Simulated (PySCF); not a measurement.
C₆H₈, SMILES C1C(C=C=C)C1.

Geometry: PBE0-D3(BJ)/def2-SVP. One conformer was computed; it need not be the lowest.

The numbers are results of PBE0-D3(BJ)/def2-SVP (PySCF), not measurements.

No scaling factor is applied to the harmonic values.

List the normal modes with their intensities. (The exact figures need the calculation; the answer reports its results.)


```tsv
mode	ν (cm⁻¹)	IR (km/mol)	Raman (Å⁴/amu)	depolarisation	moving atoms (share of kinetic energy)
1	76	0.1	4.5	0.75	C 71 %, H 29 %
2	155	0.6	8.6	0.73	C 77 %, H 23 %
3	307	2.5	0.1	0.75	H 64 %, C 36 %
4	330	4.7	0.9	0.75	C 67 %, H 33 %
5	344	1.6	4.3	0.29	C 73 %, H 27 %
6	532	7.9	9.3	0.36	C 88 %, H 12 %
7	617	0.6	3.0	0.75	H 60 %, C 40 %
8	771	0.0	3.7	0.60	H 94 %
9	829	8.1	3.2	0.75	H 78 %, C 22 %
10	874	34.1	4.1	0.43	H 64 %, C 36 %
11	875	20.2	3.1	0.56	H 64 %, C 36 %
12	898	7.9	6.5	0.75	H 84 %, C 16 %
13	944	11.6	19.2	0.75	C 81 %, H 19 %
14	975	39.4	9.3	0.71	C 53 %, H 47 %
15	995	0.0	0.6	0.75	H 64 %, C 36 %
16	1061	1.2	14.4	0.42	H 56 %, C 44 %
17	1068	3.7	0.5	0.75	H 70 %, C 30 %
18	1106	2.0	45.1	0.32	H 58 %, C 42 %
19	1120	1.1	0.9	0.75	H 89 %, C 11 %
20	1182	0.7	6.4	0.75	H 71 %, C 29 %
21	1204	2.0	33.4	0.51	H 56 %, C 44 %
22	1233	1.0	26.5	0.11	H 53 %, C 47 %
23	1282	11.6	3.7	0.75	H 67 %, C 33 %
24	1398	0.4	48.4	0.33	H 76 %, C 24 %
25	1434	3.8	13.0	0.75	H 92 %, C 8 %
26	1475	8.8	10.1	0.75	H 64 %, C 36 %
27	1520	3.3	27.3	0.23	C 65 %, H 35 %
28	2097	30.8	17.1	0.39	C 98 %
29	3138	4.5	197.7	0.29	H 94 %
30	3140	2.5	224.0	0.09	H 93 %
31	3148	11.6	46.6	0.75	H 95 %
32	3153	6.9	220.1	0.02	H 94 %
33	3191	3.0	59.0	0.25	H 92 %, C 8 %
34	3228	0.4	167.2	0.75	H 89 %, C 11 %
35	3243	0.1	97.6	0.75	H 89 %, C 11 %
36	3253	6.6	66.8	0.64	H 89 %, C 11 %
```
